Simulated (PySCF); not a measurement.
F₃In, SMILES [F][In-]([F])[F], charge -1, multiplicity 2. Atoms are numbered in the order given.

```xyz
4

In     0.0000     0.0000    -0.2713
F      1.6619    -0.9595     0.4924
F      0.0000     1.9190     0.4924
F     -1.6619    -0.9595     0.4924
```
Charge -1, spin multiplicity 2.

Geometry optimised at B3LYP-D3(BJ)/def2-SVPD. The def2 effective core potentials stand for the cores of In; spin–orbit coupling is left out.

The numbers are results of PySCF 2.14.0 with B3LYP-D3(BJ)/def2-SVPD, not measurements.

Frequencies are harmonic and unscaled.

Modes within 1.5 cm⁻¹ of each other (mostly degenerate sets) share a row, with their intensities summed.

Computed harmonic wavenumbers and intensities:
```json
[
 {"mode": "1–2", "ν (cm⁻¹)": "123", "IR (km/mol)": "19.4", "moving atoms (share of kinetic energy)": "F 91 %, In 9 %"},
 {"mode": "3", "ν (cm⁻¹)": "148", "IR (km/mol)": "34.2", "moving atoms (share of kinetic energy)": "F 75 %, In 25 %"},
 {"mode": "4", "ν (cm⁻¹)": "454", "IR (km/mol)": "57.4", "moving atoms (share of kinetic energy)": "F 92 %"},
 {"mode": "5–6", "ν (cm⁻¹)": "458", "IR (km/mol)": "264.6", "moving atoms (share of kinetic energy)": "F 82 %, In 18 %"}
]
```
